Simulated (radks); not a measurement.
The numbers below are computed, except where a source is named.
Numerical settings for the terbium ion Tb+, [Xe] 4f9 6s1. Level of theory: Dirac Kohn-Sham, LDA (Slater exchange, Perdew-Wang correlation), spin-unpolarised, spherical densities, point nucleus; open shells fill j = l - 1/2 first (a radial shooting solver on a logarithmic mesh with Libxc functionals). The defaults (mesh step 0.008 in ln r, mesh end at 40 bohr or more with all orbitals vanishing there, Anderson mixing 0.5 over 9 steps, residual threshold near 1e-9 with the energy settled to 1e-9 hartree or 1e-11 of itself, here a cap of 58 iterations) give E = -11710.9584 hartree and 6s1/2 at -8.998 eV in 17 iterations. Run on one thread of a shared host, so times are rough (Arm Neoverse V2): 0.18 s of CPU time, 0.18 s wall, 17 iterations on 2648 mesh points. One setting is changed at a time: mesh step in ln r 0.012; mesh step in ln r 0.12; mesh step in ln r 0.03; mesh end (bohr) 3; mesh end (bohr) 2; residual threshold 1e-05; residual threshold 1e-13; mixing 1.5; linear mixing, mixing 0.8; linear mixing, mixing 0.05; mixing history 2; iteration cap 8. Which runs fail to converge, and which converge to a wrong energy?

Answer. Not converged within the cap: mesh step in ln r 0.12; linear mixing, mixing 0.8; linear mixing, mixing 0.05; iteration cap 8. Settled on a wrong energy, with an occupied level pushed above zero by the early mesh end: mesh end (bohr) 3 (+1.91 hartree); mesh end (bohr) 2 (+14.6 hartree). Apart from these: no run marked as converged misses the energy by more than 1 mhartree.
